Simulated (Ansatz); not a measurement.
`C[SiH]1BS1`, relaxed with RKS PBE-D4/def2-SVP in Ansatz from a rough embedded geometry. The force threshold is 0.03 eV/Å; the program also tests the step.

Charge 0, multiplicity 1.

Start:

```xyz
9

C    -1.072    0.660    0.235
Si    0.505   -0.181    0.599
B     1.242   -1.111   -0.983
S     2.009    0.494   -0.440
H    -1.123    1.029   -0.787
H    -1.968    0.042    0.474
H    -1.176    1.583    0.910
H     0.801   -0.757    1.935
H     0.782   -1.760   -1.945
```

Q: By how much does the energy fall, and how many steps does the optimiser take? (Estimate.)

A: Computed: 127.14 kJ/mol, in 6 steps.

Q: Which bonds change most? (An estimate is asked.)

A: Ansatz gave: Si2–S4 from 1.949 to 2.229 Å; B3–S4 from 1.860 to 1.781 Å; C1–Si2 from 1.823 to 1.884 Å; B3–H9 from 1.248 to 1.207 Å.

Q: Give the relaxed structure. (Best estimate.)

A: Ansatz gave: 
```xyz
9

C    -1.196    0.772    0.361
Si    0.313   -0.352    0.446
B     1.238   -1.128   -1.082
S     2.091    0.383   -0.679
H    -1.340    1.150   -0.670
H    -2.105    0.207    0.657
H    -1.091    1.635    1.049
H     0.672   -0.712    1.861
H     1.419   -1.954   -1.944
```
